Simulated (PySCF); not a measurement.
# [La(NH3)2]3+: from a saddle point downhill

PySCF 2.14.0, RKS BP86, La lcecp-1-SVP with ECP46, N def2-SVP, H def2-SVP; non-relativistic Hamiltonian with scalar-relativistic core potentials where named; density fitting; no spin-orbit coupling. Relaxed within the symmetry of its start, the geometry (D3d) is

```xyz
9

La    0.0000    0.0000    0.0000
N     0.0000    0.0000    2.5960
H     0.8148    0.4704    3.0598
H    -0.8148    0.4704    3.0598
H     0.0000   -0.9408    3.0598
N     0.0000    0.0000   -2.5960
H     0.8148   -0.4704   -3.0598
H    -0.8148   -0.4704   -3.0598
H     0.0000    0.9408   -3.0598
```

and its lowest harmonic modes are -117, -117, 36, 324, 330, 594 cm⁻¹ (negative: unstable; uncertain by 10 to 30 cm⁻¹). It was moved along the lowest mode and relaxed again.

(1) Where does it end, and how much lower?

(2) How do the contacts change?

(3) Is the end a minimum?

State: singlet in the valence, with the 4f electrons in the core potential.

## Answers

(1) In C1, 0.434 eV lower, after 19 steps:
```xyz
9

La    1.1610   -0.1132    0.0001
N    -0.1994    0.0190    2.1318
H     0.2858    0.4947    2.9326
H    -1.1124    0.5333    2.0779
H    -0.4788   -0.9016    2.5525
N    -0.1992    0.0160   -2.1322
H     0.2728   -0.3910   -2.9775
H    -1.1262   -0.4755   -2.1276
H    -0.4530    0.9818   -2.4576
```

(2) 
| contact | saddle (Å) | end (Å) |
| --- | --- | --- |
| La1–N2 (NH3) | 2.596 | 2.532 |
| La1–N6 (NH3) | 2.596 | 2.532 |


(3) Probably not: 2 of the modes stay unstable (below −25 cm⁻¹), though so soft as to be near the noise; lowest modes -58, -54, 71, 342, 350, 640 cm⁻¹.
